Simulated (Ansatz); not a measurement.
The cluster Be₃Se₃. Charge 0, multiplicity 1. Geometry PBE0-D4/def2-SVP.

```xyz
6

Be   -0.1176    1.4465    0.1278
Be    1.1854   -0.5831   -0.6142
Be   -1.0680   -0.8633    0.4856
Se    1.7048    1.3779   -0.7754
Se    0.1876   -2.3085   -0.2039
Se   -1.8920    0.9305    0.9801
```

The structure comes from a short search, and lower isomers may exist.

Question: Estimate the orbital energies around the gap (eV) in Ansatz with PBE-D4/def2-TZVP, PBE-D4/def2-TZVPD, r2SCANh-D4/def2-TZVP, r2SCANh-D4/def2-TZVPD, PBE0-D4/def2-TZVPD.

Answer: 
```
orbital  PBE-D4/def2-TZVP  PBE-D4/def2-TZVPD  r2SCANh-D4/def2-TZVP  r2SCANh-D4/def2-TZVPD  PBE0-D4/def2-TZVPD
HOMO−13            -53.38             -53.42                -56.14                 -56.16              -58.04
HOMO−12            -53.38             -53.42                -56.14                 -56.16              -58.04
HOMO−11            -17.18             -17.21                -18.65                 -18.66              -19.32
HOMO−10            -16.95             -16.98                -18.37                 -18.38              -19.03
 HOMO−9            -16.95             -16.98                -18.37                 -18.38              -19.03
 HOMO−8             -9.45              -9.48                -10.30                 -10.31              -10.80
 HOMO−7             -8.42              -8.45                 -9.19                  -9.20               -9.66
 HOMO−6             -8.42              -8.45                 -9.19                  -9.20               -9.66
 HOMO−5             -7.74              -7.77                 -8.48                  -8.49               -8.92
 HOMO−4             -7.70              -7.73                 -8.42                  -8.44               -8.87
 HOMO−3             -7.70              -7.73                 -8.42                  -8.44               -8.87
 HOMO−2             -7.26              -7.29                 -7.97                  -7.99               -8.44
 HOMO−1             -6.29              -6.33                 -6.96                  -6.97               -7.38
   HOMO             -6.29              -6.33                 -6.96                  -6.97               -7.38
   LUMO             -3.44              -3.46                 -2.94                  -2.96               -2.75
 LUMO+1             -1.50              -1.60                 -0.90                  -0.99               -0.96
 LUMO+2             -1.28              -1.35                 -0.73                  -0.78               -0.61
 LUMO+3             -0.98              -1.05                 -0.35                  -0.40               -0.29
 LUMO+4             -0.98              -1.05                 -0.35                  -0.40               -0.29
 LUMO+5             -0.82              -0.90                 -0.12                  -0.21               -0.19
```
